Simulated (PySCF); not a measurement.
PySCF input for C2H3O2, SMILES CC(=O)[O] (connectivity only; charge and spin as stated), charge -1, multiplicity 1, PBE-D3(BJ)/def2-SVPD. Geometry: PBE-D3(BJ)/def2-SVPD. The multiplicity is an assumed one; other spin states were not compared. The isomer is the one that the SMILES or the coordinates give; other isomers of the formula were not compared.

```python
import numpy as np
from pyscf import gto, scf, dft, df
from pyscf.hessian import thermo

mol = gto.M(
    atom='''
    C    -1.32900836   -0.27328331   -0.01679346
    C     0.20505537    0.03615200   -0.00121430
    O     0.98056188   -0.96324410   -0.04904034
    O     0.50399728    1.26470875    0.06681023
    H    -1.77447763    0.03383244    0.95269401
    H    -1.52950852   -1.35028263   -0.18236378
    H    -1.82876933    0.32752081   -0.80444273
    ''',
    basis='def2-SVPD',
    charge=-1,
    spin=0,
    max_memory=1600,
    verbose=3,
)
mf = dft.RKS(mol, xc='pbe').density_fit(auxbasis='def2-universal-jkfit')
mf.disp = 'd3bj'
mf.grids.level = 3
mf.conv_tol = 1e-11
mf.max_cycle = 100
mf.kernel()

# [left out here: the lines that compute and print the analytic Hessian (its translational invariance restored by hand, since the grid's response is missing), thermochemistry and intensities]
```

Output:

```
converged SCF energy = -228.128220271238

WARN: DFTD3 does not support analytical Hessian, using finite difference


WARN: Mole.unit (angstrom) is changed to Bohr

Mode                                 0                   1                   2
Irrep
Freq [cm^-1]                      -18.6619            420.0443            586.0577
Reduced mass [au]                   1.0857              2.9370              2.3522
Force const [Dyne/A]               -0.0002              0.3053              0.4760
Char temp [K]                     -26.8503            604.3502            843.2065
Normal mode                   x     y     z       x     y     z       x     y     z
       0   C                -0.00  0.00  0.01   -0.01  0.11  0.01   -0.05 -0.01  0.02
       1   C                 0.00 -0.00  0.01    0.02 -0.08 -0.01   -0.01 -0.01  0.19
       2   O                 0.00  0.00 -0.05    0.12 -0.01  0.00    0.02  0.03 -0.06
       3   O                -0.00 -0.00  0.04   -0.12 -0.05 -0.00    0.03 -0.01 -0.07
       4   H                -0.13  0.52 -0.22    0.10  0.23  0.02   -0.44 -0.11 -0.12
       5   H                 0.00 -0.08  0.50   -0.33  0.16 -0.01   -0.01  0.02 -0.22
       6   H                 0.12 -0.40 -0.38    0.14  0.27  0.04    0.29  0.08 -0.12
Mode                                 3                   4                   5
Irrep
Freq [cm^-1]                      605.6701            849.3867            947.1554
Reduced mass [au]                   5.2031              6.8377              1.4749
Force const [Dyne/A]                1.1246              2.9065              0.7796
Char temp [K]                     871.4244           1222.0784           1362.7458
Normal mode                   x     y     z       x     y     z       x     y     z
       0   C                 0.17  0.03  0.01    0.12  0.02  0.00    0.02 -0.14 -0.01
       1   C                 0.03  0.01  0.05   -0.15 -0.03  0.00    0.00  0.02  0.00
       2   O                -0.08 -0.09 -0.02   -0.03  0.12  0.01   -0.05  0.03  0.00
       3   O                -0.10  0.06 -0.02    0.02 -0.12 -0.01    0.03  0.04  0.00
       4   H                 0.07  0.01 -0.03    0.16  0.04  0.00    0.21  0.22 -0.04
       5   H                 0.20  0.03 -0.06    0.15  0.02 -0.00   -0.63 -0.02 -0.01
       6   H                 0.27  0.06 -0.03    0.17  0.05  0.00    0.32  0.23  0.08
Mode                                 6                   7                   8
Irrep
Freq [cm^-1]                      981.2517           1239.3557           1324.1284
Reduced mass [au]                   1.9895              1.2710              9.5042
Force const [Dyne/A]                1.1286              1.1503              9.8181
Char temp [K]                    1411.8028           1783.1570           1905.1259
Normal mode                   x     y     z       x     y     z       x     y     z
       0   C                -0.00  0.01 -0.12    0.13  0.02 -0.00    0.03 -0.00 -0.00
       1   C                 0.00 -0.01  0.17    0.02  0.00 -0.00   -0.20 -0.04 -0.00
       2   O                 0.00  0.00 -0.03   -0.02  0.02  0.00    0.09 -0.08 -0.00
       3   O                 0.00  0.00 -0.03   -0.01 -0.02 -0.00    0.04  0.11  0.01
       4   H                 0.46  0.04  0.09   -0.45 -0.14 -0.19   -0.08  0.06 -0.07
       5   H                -0.04 -0.04  0.23   -0.48  0.11  0.04   -0.01  0.00  0.02
       6   H                -0.41 -0.03  0.12   -0.44 -0.19  0.17   -0.07  0.06  0.10
Mode                                 9                  10                  11
Irrep
Freq [cm^-1]                     1380.4773           1395.1370           1627.8099
Reduced mass [au]                   1.0816              1.0532             10.7209
Force const [Dyne/A]                1.2144              1.2078             16.7374
Char temp [K]                    1986.1995           2007.2915           2342.0560
Normal mode                   x     y     z       x     y     z       x     y     z
       0   C                -0.00 -0.06 -0.00   -0.00  0.00 -0.06   -0.00  0.01  0.00
       1   C                 0.03  0.02  0.00    0.01  0.00 -0.02    0.05 -0.24 -0.01
       2   O                -0.00  0.00  0.00   -0.00  0.00  0.00   -0.06  0.08  0.00
       3   O                -0.01 -0.03 -0.00   -0.00 -0.00  0.00    0.02  0.09  0.00
       4   H                -0.21  0.55 -0.28   -0.24 -0.36 -0.02   -0.04  0.03 -0.03
       5   H                 0.34 -0.09 -0.10    0.06 -0.12  0.70    0.10 -0.02 -0.01
       6   H                -0.23  0.36  0.43    0.20  0.42  0.16   -0.06  0.00  0.04
Mode                                12                  13                  14
Irrep
Freq [cm^-1]                     2936.5447           3023.9036           3036.4782
Reduced mass [au]                   1.0325              1.1014              1.1054
Force const [Dyne/A]                5.2460              5.9336              6.0051
Char temp [K]                    4225.0340           4350.7240           4368.8161
Normal mode                   x     y     z       x     y     z       x     y     z
       0   C                -0.05 -0.00  0.00    0.00 -0.00  0.09   -0.01  0.09  0.00
       1   C                 0.00  0.00 -0.00   -0.00  0.00  0.00   -0.00  0.00  0.00
       2   O                -0.00  0.00  0.00    0.00 -0.00 -0.00    0.00 -0.00 -0.00
       3   O                -0.00 -0.00  0.00    0.00  0.00 -0.00    0.00 -0.00 -0.00
       4   H                 0.22 -0.17 -0.52    0.28 -0.20 -0.62    0.10 -0.06 -0.24
       5   H                 0.08  0.53  0.08   -0.02 -0.12  0.00   -0.13 -0.76 -0.12
       6   H                 0.24 -0.31  0.41   -0.28  0.35 -0.43    0.20 -0.24  0.34
temperature 298.1500 [K]
pressure 101325.00 [Pa]
Rotational constants [GHz] 11.26269 9.84112 5.43271
Symmetry number 1
Zero-point energy (ZPE) 0.04637 [Eh]   121740.371 [J/mol]
                           tot       elec      trans        rot        vib
Entropy [J/mol/K]       268.777      0.000    159.609     99.554      9.614
Cv [J/mol/K]             47.971      0.000     12.472     12.472     23.028
Cp [J/mol/K]             56.286      0.000     20.786     12.472     23.028
Internal energy [J/mol]                      3718.434   3718.434 123861.889
Internal energy [Eh]   -228.07821  -228.12822
Enthalpy [J/mol]                             6197.391   3718.434 123861.889
Enthalpy [Eh]          -228.07727
Gibbs free energy [J/mol]                  -41390.003 -25963.537 120995.427
Gibbs free energy [Eh] -228.10779
static polarisability / bohr^3: [[ 5.7130e+01  3.7900e-01 -3.5000e-02]
 [ 3.7000e-01  5.2986e+01  9.3700e-01]
 [-3.8000e-02  9.3500e-01  3.4879e+01]]
largest difference of analytic and finite-field dipole derivatives / e: 0.0023603781846945893
mode   freq/cm-1   IR/(km/mol)   Raman/(A^4/amu)   depolarisation
   1      -18.66         0.010             0.326            0.750
   2      420.04         1.838             0.067            0.737
   3      586.06         3.907             1.035            0.693
   4      605.67         5.724             2.050            0.315
   5      849.39        47.029            28.010            0.212
   6      947.16         6.190             1.220            0.454
   7      981.25         1.987             0.238            0.672
   8     1239.36         3.049             0.613            0.051
   9     1324.13       258.732            44.579            0.750
  10     1380.48        18.664             6.856            0.701
  11     1395.14         3.215             3.861            0.745
  12     1627.81       638.970            29.249            0.744
  13     2936.54        57.535           185.728            0.001
  14     3023.90        44.330            66.136            0.750
  15     3036.48        56.317            84.436            0.750
max |gradient| / (hartree/bohr): 5.5909242962923715e-05
APT charges: [-0.0637  1.1992 -0.9894 -0.9947 -0.0464 -0.0565 -0.0484]
```

Self-consistency was reached. The end point has an imaginary mode, so it is no minimum.
